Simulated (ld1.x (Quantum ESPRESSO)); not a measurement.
Building the TM potential for Ge (Z = 32) (PBEsol, scalar-relativistic).

ld1.x (Quantum ESPRESSO) 7.5 was run on this input:

```
&input
   title='Ge', zed=32., rel=1, dft='PBESOL', iswitch=3,
   config='[Ar] 3d10 4s2 4p2',
   nld=3, rlderiv=1.65, eminld=-4.0, emaxld=5.0, deld=0.02
 /
 &inputp
   pseudotype=2, tm=.true., lloc=-1, rcloc=1.25,
   nlcc=.true., new_core_ps=.true.,
   file_pseudopw='Ge.UPF', file_wfcaegen='ae.wfc', file_wfcncgen='nc.wfc', file_beta='beta', file_chi='chi'
 /
3
4S  1  0   2.00   0.00  1.50  1.50  0.0
4P  2  1   2.00   0.00  1.45  1.45  0.0
3D  3  2  10.00   0.00  0.85  0.85  0.0
 &test
   configts(1)='3d10 4s2 4p2'
 /
```

Command:

```bash
ld1.x < Ge.in > Ge.out
```

The program printed (shortened: banner, matrices, multipoles, cross overlaps and the repeated all-electron block are left out):

```
Program LD1 v.7.5
     --------------------------- All-electron run ----------------------------

     Ge
     scalar relativistic calculation

     atomic number is 32.00
     dft =PBESOL   lsd =0 sic =0 latt =0  beta=0.20 tr2=1.0E-14
     Exchange-correlation= PBESOL
                           (   1   4  10   8   0   0   0)
     mesh =1207 r(mesh) = 100.41023 a.u. xmin = -7.00 dx = 0.01250
     1 Ry =  13.60569312 eV, c = 137.03599908

     n l     nl                  e(Ry)          e(Ha)          e(eV)
     1 0     1S 1( 2.00)      -804.9585      -402.4792    -10952.0180
     2 0     2S 1( 2.00)      -100.7399       -50.3699     -1370.6359
     2 1     2P 1( 6.00)       -88.0571       -44.0285     -1198.0777
     3 0     3S 1( 2.00)       -12.3563        -6.1782      -168.1161
     3 1     3P 1( 6.00)        -8.4836        -4.2418      -115.4256
     3 2     3D 1(10.00)        -2.1544        -1.0772       -29.3123
     4 0     4S 1( 2.00)        -0.8631        -0.4316       -11.7433
     4 1     4P 1( 2.00)        -0.2864        -0.1432        -3.8968

     final scf error:  9.8E-15 reached in  36 iterations

     Etot =   -4194.589934 Ry,   -2097.294967 Ha,  -57070.303424 eV

     Ekin =    4270.140783 Ry,    2135.070392 Ha,   58098.225088 eV
     Encl =  -10112.824798 Ry,   -5056.412399 Ha, -137591.990814 eV
     Eh   =    1803.960466 Ry,     901.980233 Ha,   24544.132508 eV
     Exc  =    -155.866385 Ry,     -77.933193 Ha,   -2120.670205 eV

     normalization and overlap integrals

     s(1S/1S) =  1.000000  <r> =   0.0470  <r2> =    0.0030  r(max) =   0.0309
     s(2S/2S) =  1.000000  <r> =   0.2102  <r2> =    0.0521  r(max) =   0.1754
     s(2P/2P) =  1.000000  <r> =   0.1838  <r2> =    0.0414  r(max) =   0.1418
     s(3S/3S) =  1.000000  <r> =   0.6247  <r2> =    0.4503  r(max) =   0.5402
     s(3P/3P) =  1.000000  <r> =   0.6474  <r2> =    0.4936  r(max) =   0.5402
     s(3D/3D) =  1.000000  <r> =   0.7368  <r2> =    0.6976  r(max) =   0.5012
     s(4S/4S) =  1.000000  <r> =   2.1153  <r2> =    5.1783  r(max) =   1.7494
     s(4P/4P) =  1.000000  <r> =   2.8834  <r2> =    9.9356  r(max) =   2.2184

     ------------------------ End of All-electron run ------------------------

     --------------------- Generating NC pseudopotential ---------------------

      Generating local potential from pseudized AE potential:
      Matching radius rcloc =   1.2500

      Local pseudo, rcloc= 1.264 Estimated cut-off energy=    15.43 Ry

      Computing core charge for nlcc:

       r > 0.29 : true rho core
      Core charge pseudized with two Bessel functions
      Integrated core pseudo-charge :  14.89

      Wfc   4S  rcut= 1.506  Using Troullier-Martins method

      Wfc   4P  rcut= 1.432  Using Troullier-Martins method

      Wfc   3D  rcut= 0.847  Using Troullier-Martins method

     ------------------- End of pseudopotential generation -------------------

     Computing logarithmic derivative in   1.65373
     Computing logarithmic derivative in   1.65373
     Computing the partial wave expansion
     R is outside the sphere for l=    0 j= 0.00
     R is outside the sphere for l=    1 j= 0.00
     R is outside the sphere for l=    2 j= 0.00

     ---------------------- Testing the pseudopotential ----------------------

     Ge
     scalar relativistic calculation

     atomic number is 32.00   valence charge is 14.00
     dft =PBESOL   lsd =0 sic =0 latt =0  beta=0.20 tr2=1.0E-14
     mesh =1207 r(mesh) = 100.41023 xmin = -7.00 dx = 0.01250

     n l     nl             e AE (Ry)        e PS (Ry)    De AE-PS (Ry)
     3 2     3D   1(10.00)       -2.15441       -2.15445        0.00003
     1 0     4S   1( 2.00)       -0.86312       -0.86312        0.00000
     2 1     4P   1( 2.00)       -0.28641       -0.28640       -0.00001

     eps = 8.6E-15  iter =  7

     Etot =   -4194.589934 Ry,   -2097.294967 Ha,  -57070.303424 eV
     Etotps =  -252.350336 Ry,    -126.175168 Ha,   -3433.401234 eV

     Ekin =     266.707484 Ry,     133.353742 Ha,    3628.740183 eV
     Encl =    -432.586940 Ry,    -216.293470 Ha,   -5885.645155 eV
     Ehrt =     168.153723 Ry,      84.076862 Ha,    2287.847955 eV
     Ecxc =     -97.176611 Ry,     -48.588305 Ha,   -1322.155146 eV
     (Ecc =     -64.154430 Ry,     -32.077215 Ha,    -872.865493 eV)
     Epseu=    -157.447993 Ry,     -78.723996 Ha,   -2142.189071 eV

     ---------------------- End of pseudopotential test ----------------------
```

Note: ghost state, extra bound levels that the all-electron valence spectrum of the same l lacks: s at -20.0 eV. A true bound ghost makes a file unfit for plane-wave use.

Generation and configuration tests took about 2.1 s on one core of a shared server CPU.

Transferability test of the new file with ld1.x, input:

```
&input
   title='Ge', zed=32., rel=1, dft='PBESOL', iswitch=2,
   config='[Ar] 3d10 4s2 4p2'
 /
 &test
   file_pseudo='Ge.UPF', nconf=8,
   configts(1)='3d10 4s2 4p2',
   configts(2)='3d10 4s2 4p1',
   configts(3)='3d10 4s2 4p0',
   configts(4)='3d10 4s1 4p0',
   configts(5)='3d9 4s2 4p3',
   configts(6)='3d10 4s2 4p1.5',
   configts(7)='3d10 4s0 4p0',
   configts(8)='3d9 4s2 4p2'
 /
```

```bash
ld1.x < Ge.test.in > Ge.test.out
```

Pseudopotential blocks of its output, shortened (energy terms left out; the distinct warnings before each block abridged to one line each):

```
     ---------------------- Testing the pseudopotential ----------------------

     n l     nl             e AE (Ry)        e PS (Ry)    De AE-PS (Ry)
     3 2     3D   1(10.00)       -2.15441       -2.15445        0.00003
     1 0     4S   1( 2.00)       -0.86312       -0.86312        0.00000
     2 1     4P   1( 2.00)       -0.28641       -0.28640       -0.00001

     eps = 3.1E-15  iter =  6

     Etot =   -4194.589934 Ry,   -2097.294967 Ha,  -57070.303424 eV
     Etotps =  -252.350337 Ry,    -126.175169 Ha,   -3433.401246 eV

     ---------------------- End of pseudopotential test ----------------------

          ---------------------- Testing the pseudopotential ----------------------

     n l     nl             e AE (Ry)        e PS (Ry)    De AE-PS (Ry)
     3 2     3D   1(10.00)       -2.81776       -2.81959        0.00183
     1 0     4S   1( 2.00)       -1.46208       -1.46262        0.00054
     2 1     4P   1( 1.00)       -0.82733       -0.82777        0.00044

     eps = 6.2E-15  iter = 13

     Etot =   -4194.042153 Ry,   -2097.021076 Ha,  -57062.850477 eV
     Etotps =  -251.802371 Ry,    -125.901185 Ha,   -3425.945785 eV
     dEtot_ae =       0.547781 Ry
     dEtot_ps =       0.547966 Ry,   Delta E=      -0.000185 Ry

     ---------------------- End of pseudopotential test ----------------------

          ---------------------- Testing the pseudopotential ----------------------

     n l     nl             e AE (Ry)        e PS (Ry)    De AE-PS (Ry)
     3 2     3D   1(10.00)       -3.61817       -3.62597        0.00780  !
     1 0     4S   1( 2.00)       -2.15220       -2.15521        0.00302
     2 1     4P   1( 0.00)       -1.45534       -1.45893        0.00359

     eps = 2.3E-16  iter = 11

     Etot =   -4192.906700 Ry,   -2096.453350 Ha,  -57047.401848 eV
     Etotps =  -250.665134 Ry,    -125.332567 Ha,   -3410.472896 eV
     dEtot_ae =       1.683235 Ry
     dEtot_ps =       1.685203 Ry,   Delta E=      -0.001968 Ry

     ---------------------- End of pseudopotential test ----------------------

          BEWARE! Errors in PS-KS equations
     Warning: n=1, l=0 expected 0 nodes, found 1
     Warning: n=2, l=1 expected 0 nodes, found 1
     Warning: n=3, l=2 expected 0 nodes, found 1
     ---------------------- Testing the pseudopotential ----------------------

     n l     nl             e AE (Ry)        e PS (Ry)    De AE-PS (Ry)
     3 2     3D   1(10.00)       -4.63902       -5.70907        1.07005  !
     1 0     4S   1( 1.00)       -2.96839       -4.25442        1.28603  !
     2 1     4P   1( 0.00)       -2.20180       -2.86234        0.66054  !

     eps = 9.3E-15  iter = 63

     Etot =   -4190.349829 Ry,   -2095.174914 Ha,  -57012.613850 eV
     Etotps =  -248.966911 Ry,    -124.483456 Ha,   -3387.367389 eV
     dEtot_ae =       4.240105 Ry
     dEtot_ps =       3.383426 Ry,   Delta E=       0.856679 Ry

     ---------------------- End of pseudopotential test ----------------------

          BEWARE! Errors in PS-KS equations
     ---------------------- Testing the pseudopotential ----------------------

     n l     nl             e AE (Ry)        e PS (Ry)    De AE-PS (Ry)
     3 2     3D   1( 9.00)       -2.87511       -0.11109       -2.76401  !
     1 0     4S   1( 2.00)       -1.03204       -1.03204        0.00000
     2 1     4P   1( 3.00)       -0.37976       -0.05818       -0.32158  !

     eps = 3.8E-20  iter = 20

     Etot =   -4192.412558 Ry,   -2096.206279 Ha,  -57040.678705 eV
     Etotps =   -67.392881 Ry,     -33.696440 Ha,    -916.926854 eV
     dEtot_ae =       2.177377 Ry
     dEtot_ps =     184.957456 Ry,   Delta E=    -182.780080 Ry

     ---------------------- End of pseudopotential test ----------------------

          ---------------------- Testing the pseudopotential ----------------------

     n l     nl             e AE (Ry)        e PS (Ry)    De AE-PS (Ry)
     3 2     3D   1(10.00)       -2.46604       -2.46668        0.00064
     1 0     4S   1( 2.00)       -1.14830       -1.14844        0.00014
     2 1     4P   1( 1.50)       -0.54336       -0.54342        0.00006

     eps = 1.4E-15  iter =  9

     Etot =   -4194.383792 Ry,   -2097.191896 Ha,  -57067.498716 eV
     Etotps =  -252.144160 Ry,    -126.072080 Ha,   -3430.596068 eV
     dEtot_ae =       0.206142 Ry
     dEtot_ps =       0.206177 Ry,   Delta E=      -0.000035 Ry

     ---------------------- End of pseudopotential test ----------------------

          ---------------------- Testing the pseudopotential ----------------------

     n l     nl             e AE (Ry)        e PS (Ry)    De AE-PS (Ry)
     3 2     3D   1(10.00)       -5.73302       -5.70907       -0.02395  !
     1 0     4S   1( 0.00)       -3.81896       -4.25474        0.43578  !
     2 1     4P   1( 0.00)       -2.98353       -3.00245        0.01892  !

     eps = 1.9E-16  iter =  7

     Etot =   -4186.958992 Ry,   -2093.479496 Ha,  -56966.479167 eV
     Etotps =  -244.712491 Ry,    -122.356246 Ha,   -3329.483060 eV
     dEtot_ae =       7.630942 Ry
     dEtot_ps =       7.637846 Ry,   Delta E=      -0.006904 Ry

     ---------------------- End of pseudopotential test ----------------------

          BEWARE! Errors in PS-KS equations
     ---------------------- Testing the pseudopotential ----------------------

     n l     nl             e AE (Ry)        e PS (Ry)    De AE-PS (Ry)
     3 2     3D   1( 9.00)       -3.58068       -0.14227       -3.43841  !
     1 0     4S   1( 2.00)       -1.67270       -1.67270        0.00000
     2 1     4P   1( 2.00)       -0.96977       -0.03424       -0.93553  !

     eps = 4.3E-16  iter = 23

     Etot =   -4191.746174 Ry,   -2095.873087 Ha,  -57031.612090 eV
     Etotps =   -68.848747 Ry,     -34.424373 Ha,    -936.734923 eV
     dEtot_ae =       2.843761 Ry
     dEtot_ps =     183.501590 Ry,   Delta E=    -180.657830 Ry

     ---------------------- End of pseudopotential test ----------------------
```
